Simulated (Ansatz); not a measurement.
Here is a job for Ansatz (a quantum-chemistry and plane-wave program).
Ansatz 0.2 input:
```yaml
crystal:
  periodic: [false, false, false]
  atoms:
    - {symbol: N, position_ang: [1.85297132, -0.31841107, 0.35067291]}
    - {symbol: Ge, position_ang: [0.13531347, 0.12340499, 0.10009216]}
    - {symbol: F, position_ang: [-0.48063840, 0.42163083, 1.68245768]}
    - {symbol: F, position_ang: [-0.04524765, 1.72922768, -0.57245882]}
    - {symbol: Cl, position_ang: [-1.94529778, -2.29508777, -1.78086194]}
    - {symbol: H, position_ang: [2.36593150, -0.69146237, -0.43406109]}
    - {symbol: H, position_ang: [2.41610119, 0.35708901, 0.84941193]}
basis:
  gaussian:
    orbitals: STO-3G
magnetization: {spin_polarized: false}
correlation: {method: sc_nevpt2, electrons: all, active_space: {window: {electrons: 4, orbitals: 6}}}
```

### Question
Predict the total energy from SC-NEVPT2/STO-3G, CASSCF(4,6) (Ansatz).

### Answer
-2757.376393 Ha

### Question
What number of basis functions does SC-NEVPT2/STO-3G, CASSCF(4,6) give?

### Answer
44
